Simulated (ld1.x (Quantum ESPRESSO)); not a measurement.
u(r) = r·R(r): atom against pseudo-atom (manganese)

Columns: radius, all-electron u(r) and pseudo u(r) of the 4s shell (level -5.05 eV) of manganese in the configuration [Ar] 3d5 4s2 4p0; revPBE, scalar-relativistic, PAW scheme, ld1.x (Quantum ESPRESSO) 7.5.

```tsv
r (bohr)	all-electron	pseudo
0.160	-0.1513	-0.0774
0.320	-0.0222	-0.1534
0.480	0.1978	-0.2267
0.640	0.2684	-0.2961
0.800	0.2089	-0.3606
0.960	0.0835	-0.4192
1.120	-0.0604	-0.4712
1.280	-0.1972	-0.5162
1.440	-0.3155	-0.5539
1.600	-0.4118	-0.5841
1.760	-0.4865	-0.6071
1.920	-0.5417	-0.6232
2.080	-0.5802	-0.6327
2.240	-0.6044	-0.6363
2.400	-0.6166	-0.6345
2.560	-0.6191	-0.6279
2.720	-0.6134	-0.6170
2.880	-0.6013	-0.6023
3.040	-0.5841	-0.5842
3.200	-0.5631	-0.5631
3.360	-0.5393	-0.5393
3.520	-0.5135	-0.5135
3.680	-0.4866	-0.4866
3.840	-0.4591	-0.4591
4.000	-0.4317	-0.4317
4.160	-0.4046	-0.4046
```

(1) How many radial nodes do the two functions have?

(2) At about which radius was the pseudo-wave matched?

(3) Is the pseudo-wave norm-conserving?

## Answers

(1) The all-electron 4s function has n − l − 1 = 3 (the table is too coarse to show those close to the nucleus); the pseudo-wave has 0, since the states of the same l below it are removed with the core.

(2) 3.20 bohr, where the columns begin to agree (steps of 0.16 bohr).

(3) No, it belongs to a PAW set: the norm inside the radius is not constrained, and the difference is carried by the augmentation charge.
